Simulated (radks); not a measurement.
Q: Ionisation of the strontium ion Sr3+, [Ar] 3d10 4s2 4p5, to [Ar] 3d10 4s2 4p4 as the strength of local exchange is varied. All-electron calculation, scalar-relativistic Kohn-Sham, Slater X-alpha exchange (alpha = 2/3 is LDA exchange), no correlation, spin-polarised, spherical densities, finite nucleus; open shells are filled with parallel spins first (spin-orbit coupling, left out, can overturn this in heavy ions); Fermi nuclear charge, rms radius 4.224 fm. Program: a radial shooting solver on a logarithmic mesh with Libxc functionals.

| alpha | E(Sr3+) (hartree) | exchange (hartree) | IE (eV) | -e of the level emptied (eV) | <r> of it (bohr) |
|---|---|---|---|---|---|
| 0.58 | -3157.63614 | -84.06828 | 53.191 | 46.459 (4p) | 1.517 |
| 0.64 | -3166.35519 | -92.99867 | 54.331 | 47.598 (4p) | 1.504 |
| 0.658 | -3168.97518 | -95.68631 | 54.675 | 47.942 (4p) | 1.501 |
| 0.667 | -3170.28592 | -97.03161 | 54.848 | 48.115 (4p) | 1.499 |
| 0.754 | -3182.98185 | -110.08689 | 56.530 | 49.800 (4p) | 1.482 |
| 0.969 | -3214.55462 | -142.74397 | 60.802 | 54.089 (4p) | 1.442 |
| 0.996 | -3218.53946 | -146.88471 | 61.350 | 54.640 (4p) | 1.437 |
| ? | -3207.92307 | -135.86237 | 59.895 | 53.177 (4p) | 1.450 |

Which alpha was used in the last row?

A: alpha = 0.924. NIST Atomic Spectra Database: 56.280 eV (semi-empirical). The Delta-SCF value meets it near alpha = 0.74. Open shells are spherical and high-spin; term and fine-structure splittings are not resolved.
